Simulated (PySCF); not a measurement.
H3Si2 (SMILES [Si][SiH3]), doublet, geometry from GFN2-xTB. Base run: HF/6-31G** in PySCF.

PySCF was given this input:
```python
from pyscf import gto, scf

mol = gto.M(
    atom='''
Si    1.30428247   -0.05685822    0.07372436
Si   -0.96457077    0.04804687   -0.07166066
H    -1.64097373    1.35010463   -0.26644745
H    -1.42237526   -0.40812985    1.26297987
H    -1.69261477   -0.81861577   -1.02542429
''',
    basis='6-31g**',
    spin=1,
    verbose=4,
    symmetry=True,
)

mf = scf.UHF(mol)
mf.kernel()
mf.analyze()
```

Variants of this job, named by their change:

```json
[
 {"change": "base", "ΔE vs base (eV)": "0.00", "point group used": "Cs", "SCF cycles": "14"},
 {"change": "irrep_nelec = A':(11, 12) A\":(5, 3)", "ΔE vs base (eV)": "7.90", "point group used": "Cs", "SCF cycles": "14"},
 {"change": "irrep_nelec = A':(13, 12) A\":(3, 3)", "ΔE vs base (eV)": "0.12", "point group used": "Cs", "SCF cycles": "12"},
 {"change": "symmetry = off", "ΔE vs base (eV)": "0.00", "point group used": "C1", "SCF cycles": "14"}
]
```

Open shells are given as the SCF converged; they aren't shown to be the lowest states, and a large step between rows can be another state.
